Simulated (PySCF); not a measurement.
LaO, doublet, at a GFN2-xTB geometry (such geometries of metal compounds can be far from the true shape) (core potentials on La); DF-B3LYP/def2-TZVPD run with PySCF.

The PySCF input:
```python
from pyscf import gto, scf, dft
import numpy

mol = gto.Mole()
mol.atom = '''
    La   -0.00000000   -0.00000000   -0.24883547
    O     0.00000000    0.00000000    1.77295270
'''
mol.basis = 'def2-tzvpd'
mol.ecp = {'La': 'def2-tzvpd'}
mol.spin = 1
mol.verbose = 4
mol.build()
print('smallest overlap eigenvalue', numpy.linalg.eigvalsh(mol.intor('int1e_ovlp'))[0])

mf = dft.UKS(mol)
mf.xc = 'b3lyp'
mf = mf.density_fit(auxbasis='def2-universal-jkfit')
mf = scf.addons.remove_linear_dep_(mf, threshold=1e-2, lindep=1e-2)
mf.kernel()
mf.analyze()
```

### Question
Write the output that PySCF gives for this input, abridged.

### Answer

```
PySCF version 2.14.0

[INPUT] verbose = 4
[INPUT] num. atoms = 2
[INPUT] num. electrons = 19
[INPUT] charge = 0
[INPUT] spin (= nelec alpha-beta = 2S) = 1
[INPUT] symmetry False subgroup None
[INPUT] Mole.unit = angstrom
[INPUT] Symbol           X                Y                Z      unit          X                Y                Z       unit  Magmom
[...]
nuclear repulsion = 23.0328751804696
number of shells = 29
number of NR pGTOs = 118
number of NR cGTOs = 83
basis = def2-tzvpd
ecp = {'La': 'def2-tzvpd'}
input.py:19: DeprecationWarning: remove_linear_dep_ is deprecated and will be removed in a future release. Linear dependency handling is now built into the SCF procedure by default. Linear dependency removal can be controlled using the following settings:
  pyscf.scf.hf.remove_overlap_zero_eigenvalue = True
  pyscf.scf.hf.overlap_zero_eigenvalue_threshold = 1e-6

  mf = scf.addons.remove_linear_dep_(mf, threshold=1e-2, lindep=1e-2)
smallest overlap eigenvalue 0.0013445454492199906
Applying remove_linear_dep_ on SCF object.
Using canonical orthogonalization with threshold 0.01

******** <class 'pyscf.df.df_jk.DFUKS'> ********
method = DFUKS
initial guess = minao
damping factor = 0
level_shift factor = 0
DIIS = <class 'pyscf.scf.diis.CDIIS'>
diis_start_cycle = 1
diis_space = 8
diis_damp = 0
SCF conv_tol = 1e-09
SCF conv_tol_grad = None
SCF max_cycles = 50
direct_scf = False
number electrons alpha = 10  beta = 9
XC library pyscf.dft.libxc version 7.1.2
    S. Lehtola, C. Steigemann, M. J. T. Oliveira, and M. A. L. Marques,  SoftwareX 7, 1–5 (2018)
XC functionals = b3lyp
    P. J. Stephens, F. J. Devlin, C. F. Chabalowski, and M. J. Frisch,  J. Phys. Chem. 98, 11623 (1994)
radial grids:
    Treutler-Ahlrichs [JCP 102, 346 (1995); DOI:10.1063/1.469408] (M4) radial grids

becke partition: Becke, JCP 88, 2547 (1988); DOI:10.1063/1.454033
pruning grids: <function nwchem_prune>
grids dens level: 3
symmetrized grids: False
atomic radii adjust function: <function treutler_atomic_radii_adjust>
small_rho_cutoff = 0
Set gradient conv threshold to 3.16228e-05
tot grids = 38792
******** <class 'pyscf.df.df.DF'> ********
auxbasis = def2-universal-jkfit
init E= -100.221149394525

cycle= 1 E= -106.229439573524  delta_E= -6.01  |g|= 1.46  |ddm|= 13.2
cycle= 2 E= -98.0895260976207  delta_E= 8.14  |g|= 2.51  |ddm|= 3.03
cycle= 3 E= -105.286361956231  delta_E= -7.2  |g|= 1.77  |ddm|= 2.91
cycle= 4 E= -106.082313265984  delta_E= -0.796  |g|= 1.13  |ddm|= 0.497
[...]
SCF not converged.
Total Energy =                        -106.762355432777895
[...]
spin_pop of  0 La 8py       0.00009
spin_pop of  0 La 8pz       0.01766
spin_pop of  0 La 9px       0.00001
spin_pop of  0 La 9py       0.00079
spin_pop of  0 La 9pz       0.00034
spin_pop of  0 La 5dxy      0.03854
spin_pop of  0 La 5dyz      0.02879
spin_pop of  0 La 5dz^2     0.18220
spin_pop of  0 La 5dxz      0.13125
spin_pop of  0 La 5dx2-y2    0.03133
spin_pop of  0 La 6dxy      0.00079
spin_pop of  0 La 6dyz      0.00081
spin_pop of  0 La 6dz^2     0.00296
spin_pop of  0 La 6dxz      0.24303
spin_pop of  0 La 6dx2-y2    0.04020
spin_pop of  0 La 7dxy      0.01833
spin_pop of  0 La 7dyz      0.01919
spin_pop of  0 La 7dz^2     0.25110
spin_pop of  0 La 7dxz      0.03647
spin_pop of  0 La 7dx2-y2    0.00612
spin_pop of  0 La 4f-3      0.00052
spin_pop of  0 La 4f-2      0.00117
spin_pop of  0 La 4f-1      0.00027
spin_pop of  0 La 4f+0      0.00096
spin_pop of  0 La 4f+1      0.00028
spin_pop of  0 La 4f+2      0.00138
spin_pop of  0 La 4f+3      0.00000
spin_pop of  1 O 1s        0.00000
spin_pop of  1 O 2s       -0.00185
spin_pop of  1 O 3s        0.00235
spin_pop of  1 O 4s        0.00178
spin_pop of  1 O 5s        0.00174
spin_pop of  1 O 6s        0.00054
spin_pop of  1 O 2px      -0.06160
spin_pop of  1 O 2py      -0.09375
spin_pop of  1 O 2pz      -0.05788
spin_pop of  1 O 3px       0.00969
spin_pop of  1 O 3py       0.01239
spin_pop of  1 O 3pz       0.00040
spin_pop of  1 O 4px       0.00005
spin_pop of  1 O 4py       0.00024
spin_pop of  1 O 4pz       0.00017
spin_pop of  1 O 5px       0.00014
spin_pop of  1 O 5py       0.00077
spin_pop of  1 O 5pz       0.00029
spin_pop of  1 O 3dxy      0.00077
spin_pop of  1 O 3dyz      0.00148
spin_pop of  1 O 3dz^2     0.00005
spin_pop of  1 O 3dxz      0.00068
spin_pop of  1 O 3dx2-y2    0.00086
spin_pop of  1 O 4dxy      0.00269
spin_pop of  1 O 4dyz      0.00158
spin_pop of  1 O 4dz^2     0.00031
spin_pop of  1 O 4dxz      0.00043
spin_pop of  1 O 4dx2-y2    0.00328
spin_pop of  1 O 5dxy      0.00506
spin_pop of  1 O 5dyz      0.00134
spin_pop of  1 O 5dz^2     0.00031
spin_pop of  1 O 5dxz      0.00010
spin_pop of  1 O 5dx2-y2    0.00654
spin_pop of  1 O 4f-3      0.00000
spin_pop of  1 O 4f-2      0.00002
spin_pop of  1 O 4f-1      0.00001
spin_pop of  1 O 4f+0     -0.00001
spin_pop of  1 O 4f+1      0.00000
spin_pop of  1 O 4f+2      0.00002
spin_pop of  1 O 4f+3      0.00000
In total            10.00000 | 9.00000
Dipole moment(X, Y, Z, Debye):  0.09862, -0.06788, -7.89550
```

Convergence was not reached.
